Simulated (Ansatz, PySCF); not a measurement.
Molecule: 3,3-difluorooxetane, C3H4F2O (charge 0, singlet). 
Geometry from a B3LYP-D3(BJ)/def2-TZVP (Ansatz, an electronic-structure program) optimisation:
```xyz
10

F     -0.3333     1.4187     0.7626
C     -0.1539     0.3804    -0.0953
F     -0.5655     0.8030    -1.3194
C      1.2221    -0.2811    -0.0532
O      0.6160    -1.5226     0.3816
C     -0.7192    -0.9618     0.3647
H      1.7111    -0.3734    -1.0239
H      1.9025     0.1340     0.6917
H     -1.1773    -0.9459     1.3546
H     -1.3687    -1.4533    -0.3610
```
Charge 0, spin multiplicity 1.

Total electronic energies in hartree. Correlated levels leave the core frozen unless marked. No spin-orbit coupling. No relativistic terms. CBS marks a two-point X^-3 extrapolation of the correlation energy; Hartree-Fock from the larger set. [CCSD(T)-MP2]/basis is that difference in the basis named.

```json
[
 {"level": "HF-D3(BJ)/def2-TZVPD", "program": "PySCF + dftd3", "energy (Eh)": "-389.84581"},
 {"level": "RI-HF/aug-cc-pVQZ", "program": "Ansatz", "energy (Eh)": "-389.80475"},
 {"level": "PBE0-D3(BJ)/def2-TZVP", "program": "Ansatz + dftd3", "energy (Eh)": "-391.35653"},
 {"level": "BHLYP-D4/def2-TZVPD", "program": "Ansatz + dftd4", "energy (Eh)": "-391.58105"},
 {"level": "TPSSh-D3(BJ)/def2-TZVPD", "program": "PySCF + dftd3", "energy (Eh)": "-391.76925"},
 {"level": "wB97M-V/def2-TZVPD", "program": "Ansatz", "energy (Eh)": "-391.64391"},
 {"level": "wB97X-V/def2-TZVPD", "program": "Ansatz", "energy (Eh)": "-391.63984"},
 {"level": "wB97X/def2-TZVPD", "program": "Ansatz", "energy (Eh)": "-391.66941"},
 {"level": "B2GP-PLYP-D3(BJ)/def2-TZVPD", "program": "Ansatz + dftd3", "energy (Eh)": "-391.43455"},
 {"level": "B2GP-PLYP-D4/def2-TZVPD", "program": "Ansatz + dftd4", "energy (Eh)": "-391.43382"},
 {"level": "B2PLYP/def2-TZVPD", "program": "Ansatz", "energy (Eh)": "-391.49912"},
 {"level": "MP2/STO-3G", "program": "Ansatz", "energy (Eh)": "-384.66422"},
 {"level": "RI-MP2/CBS(cc-pVTZ,cc-pVQZ)", "program": "Ansatz", "energy (Eh)": "-391.1934"},
 {"level": "CCSD/6-31G", "program": "Ansatz", "energy (Eh)": "-390.12410"},
 {"level": "RI-MP2/CBS(cc-pVTZ,cc-pVQZ)+[CCSD(T)-MP2]/cc-pVTZ", "program": "Ansatz", "energy (Eh)": "-391.2615"}
]
```

Totals of different functionals don't rank their quality; only differences between species are comparable.
